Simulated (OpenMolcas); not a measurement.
Cu2+ among 6 point charges of -1 e arranged as a tetragonal octahedron (D4h). The axial distance is 1.12 times the equatorial one, R.

```json
{"Program": "OpenMolcas", "Method": "SS-CASPT2, IPEA 0.25 Eh, imaginary shift 0.1 Eh (closed shells correlated: 3s 3p)", "Basis": "ANO-RCC-VTZP [6s5p3d2f1g]", "Scalar Hamiltonian": "DKH2, point nucleus", "Active space": "9 electrons in 5 orbitals (3d)", "State averaging": "2S+1 = 2 even, 5 roots", "Spin-orbit coupling": "RASSI with atomic mean-field integrals over the reference wave functions"}
```

All point charges move together. At R = 1.56 Å the first state of the same spin is 3670 cm-1, and at R = 1.66 Å it is 3090 cm-1.

**Question.** A third run gives 2700 cm-1. What distance was it run at?

**Answer.** With a power law R^-n the two known points give n = -ln(3090 / 3670) / ln(1.66 / 1.56) = 2.77. Then R = 1.56 × (3670 / 2700)^(1/2.77) = 1.743 Å. The run was at 1.74 Å, so the estimate is off by +0.003 Å.

Free-ion shares, where given, are those of the reference states; single-state CASPT2 does not remix them. The ground term spreads over less than 5000 cm-1, several times less than with real ligands, so orbital moments are less quenched and χT lies further from the spin-only value than at real sites (holds for R = 1.74). This is an electrostatic model: the charges have no orbitals. No measured value stands beside these numbers.
